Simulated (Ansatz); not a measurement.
Two isomers of CH6AlNS: A = `C[NH][AlH][SH]`, B = `[CH3][Al]([NH2])[SH]`.

Calculated with Ansatz (gas phase, PBE0-D4/def2-TZVP geometries, no zero-point term in ΔE). CCSD(T)/CBS adds triple-zeta CCSD(T) − MP2 to the extrapolated MP2 energy (def2 sets, frozen cores). This one scheme is used for every species. DFT in def2-TZVPP. B3LYP here is the variant with VWN-RPA as its local correlation; programs differ in this. Each species was taken in one conformer, which may not be the lowest.

(1) Which isomer does CCSD(T)/CBS put lower? Give the gap. (Best estimate.)

(2) Give E(B) − E(A) in kcal/mol with CCSD(T)/def2-TZVPP, LDA (SPW92), CCSD/def2-TZVPP, ωB97M-V, PBE-D4, r2SCAN-D4, B3LYP. (An estimate is asked.)

(3) Does the order hold for the free energy at 298.15 K (harmonic terms from PBE0-D4)? (Estimate.)

Largest T1 diagnostic: 0.011.

Results:

(1) Ansatz gave: B, by 21.4 kcal/mol.

(2) The calculation gave: CCSD(T)/def2-TZVPP -20.6, LDA (SPW92) -19.6, CCSD/def2-TZVPP -20.6, ωB97M-V -21.3, PBE-D4 -20.4, r2SCAN-D4 -21.9, B3LYP -20.5. None reverses the order clearly.

(3) The calculation gave: Yes: G(B) − G(A) = -22.1 kcal/mol, for one conformer each. Modes under 60 cm⁻¹, often nearly free rotors, make the harmonic entropy too high.

Leaving LDA and LC-ωPBE aside and taking each functional with its dispersion term where it has one, the values, not all of them listed here, spread over 2.4 kcal/mol, from r2SCAN-D4 to B97M-V. LDA lies +0.9 kcal/mol from PBE without D4. In def2-TZVPP, CCSD(T) changes the Hartree–Fock value by −1.5 kcal/mol (the triples alone add −0.1 kcal/mol) and MP2 by −2.6 kcal/mol.
